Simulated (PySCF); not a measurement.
CCl3, SMILES Cl[C](Cl)Cl (connectivity only; charge and spin as stated), charge +1, multiplicity 1. Coordinates come from a PBE0-D3(BJ)/def2-SVP optimisation. The multiplicity is an assumed one; other spin states were not compared. The isomer is the one that the SMILES or the coordinates give; other isomers of the formula were not compared.

TDDFT-B3LYP/def2-SVPD (PySCF) puts the lowest singlet excitations at 3.61, 4.77, 4.77, 5.54, 5.54, 7.15 eV.

Q: What are the lowest excitation roots from ADC(2)/aug-cc-pVDZ in PySCF? (Estimate from the structure and the level; the computed values follow.)

A: 3.68, 4.99, 4.99, 5.10, 5.10, 7.51 eV. S1 differs by 0.07 eV (second minus first; roots are paired by order, and the bases may differ).
